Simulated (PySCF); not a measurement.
Zn(OMe)(SiMe3), SMILES [Si](C)(C)([Zn][O]C)C (GFN2-xTB optimised geometry):

```
19

Zn    -1.314    -1.849     1.804
O     -3.023    -2.318     1.728
C     -4.204    -2.890     2.172
H     -4.084    -3.961     2.385
H     -4.576    -2.400     3.082
H     -4.972    -2.784     1.393
Si    -0.333    -0.682     0.000
C     -0.921    -1.489    -1.637
C      1.585    -0.682     0.000
C     -0.905     1.150     0.000
H     -0.623    -0.903    -2.502
H     -0.511    -2.487    -1.758
H     -2.003    -1.578    -1.653
H      1.988    -1.689    -0.034
H      1.985    -0.197     0.884
H      1.961    -0.148    -0.866
H     -0.515     1.689     0.858
H     -1.988     1.222     0.031
H     -0.566     1.665    -0.894
```

Method: PBE0/def2-SVP (PySCF 2.14.0).

**Question.** What are the frontier orbital energies and the dipole moment?

**Answer.** HOMO-2 -6.88 eV, HOMO-1 -6.67 eV, HOMO -6.58 eV, LUMO -1.27 eV, LUMO+1 0.63 eV; dipole moment 1.73 D.

Meta-Löwdin charges at PBE0/def2-SVP: Zn1 0.96, O2 -0.88, C3 -0.05, H4 0.07, H5 0.07, H6 0.09, Si7 0.36, C8 -0.54, C9 -0.54, C10 -0.54, H11 0.11, H12 0.11, H13 0.12, H14 0.11, H15 0.11, H16 0.11, H17 0.11, H18 0.11, H19 0.11.
